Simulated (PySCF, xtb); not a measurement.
Sn(CF3)(OH)3 (CH3F3O3Sn), SMILES [OH][Sn]([OH])([OH])[C](F)(F)F.

GFN2-xTB (xtb) at its own geometry gives an orbital gap of 3.69 eV and a dipole moment of 1.87 D.

The structure is a stationary point at PBE0-D3(BJ)/def2-SVP. The def2 effective core potentials stand for the cores of Sn; spin–orbit coupling is left out. One conformer was computed; it need not be the lowest.

Question: What does PBE/def2-TZVP in PySCF give? (An estimate is asked for; the answer gives what the named calculation found.)

Answer: gap 4.60 eV (levels -7.23 and -2.63 eV), dipole 1.68 D.
